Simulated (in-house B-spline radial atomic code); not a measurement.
A run on Mo⁵⁺ that did not converge. Method: scalar-relativistic (X2C) wB97X, spin-polarised, spherical fractional occupations, exact exchange averaged over the configuration, Fermi nucleus of rms radius 4.4091 fm; computed with an all-electron radial atomic-structure program (B-spline basis).

Command:
```bash
python run_scf.py task.json out
```
Settings (nuclear radius in fm, mass in u):
```
Z                42
configuration    [Kr] 4d1
hamiltonian      x2c
method           wb97x
spin_polarised   True
nucleus          fermi
rms_radius       4.4091
atomic_mass      97.9054
speed_of_light   137.035999084
exact_exchange   averaged over the configuration
```

First and last ten iterations of the last attempt (damped for 15 steps, keeping 80 % of the old Fock matrix, then DIIS):
```
 iter        energy (Eh)    residual
    1       -4038.020304    5.03e-01
    2       -4042.137994    2.51e-01
    3       -4042.683969    1.67e-01
    4       -4042.950091    1.11e-01
    5       -4043.079026    7.42e-02
    6       -4043.141333    5.39e-02
    7       -4043.171464    3.94e-02
    8       -4043.186091    2.89e-02
    9       -4043.193237    2.13e-02
   10       -4043.196760    1.58e-02
  111       -4043.200383    1.03e-06
  112       -4043.200383    1.16e-06
  113       -4043.200383    2.75e-06
  114       -4043.200383    1.06e-06
  115       -4043.200383    1.03e-06
  116       -4043.200383    9.90e-07
  117       -4043.200383    1.03e-06
  118       -4043.200383    9.11e-07
  119       -4043.200383    9.32e-07
  120       -4043.200383    1.03e-06
 not converged after 120 iterations
```

The smallest residual met was 8.2e-07; the threshold is about 4e-07. Over the last five steps the energy moves by less than 1e-08 hartree, but the orbitals didn't meet the threshold. Cost of the run: 14 s on 1 thread of Intel(R) Xeon(R) 6975P-C, on a shared host.
